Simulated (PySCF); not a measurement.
C₂HBrClF. Atoms are numbered in the order given.

```xyz
6

F     -1.5607     0.3731     0.0000
C     -0.2619     0.1389     0.0000
Br     0.1797    -1.6781     0.0000
C      0.6553     1.1050     0.0000
Cl     0.2161     2.7669     0.0000
H      1.7207     0.8755     0.0000
```

Geometry optimised at ωB97X-D3(BJ)/def2-SVP.

These are HF/pcSseg-1 in PySCF values and carry that method's errors.

GIAO shieldings, no solvent; atoms alike by connectivity are averaged. δ = σ(ref) − σ: ¹⁹F against CFCl3 (σ = 238.5 ppm); ¹³C against TMS (σ = 192.6 ppm); ³⁵Cl against HCl (σ = 958.2 ppm); ¹H against TMS (σ = 31.99 ppm), references at their B3LYP-D3(BJ)/def2-TZVP geometries, non-relativistic (without spin–orbit terms, shifts of atoms bonded to Cl or Br come out too high).

```csv
atoms,nucleus,count,δ (ppm)
F1,¹⁹F,1,(withheld)
C2,¹³C,1,159.7
C4,¹³C,1,116.2
Cl5,³⁵Cl,1,(withheld)
H6,¹H,1,6.05
```

Question: Complete the blanks. (An estimate is asked for; the answer gives what the named calculation found.)

Answer: 
- F1, δ (ppm): -62.3
- Cl5, δ (ppm): 111.2
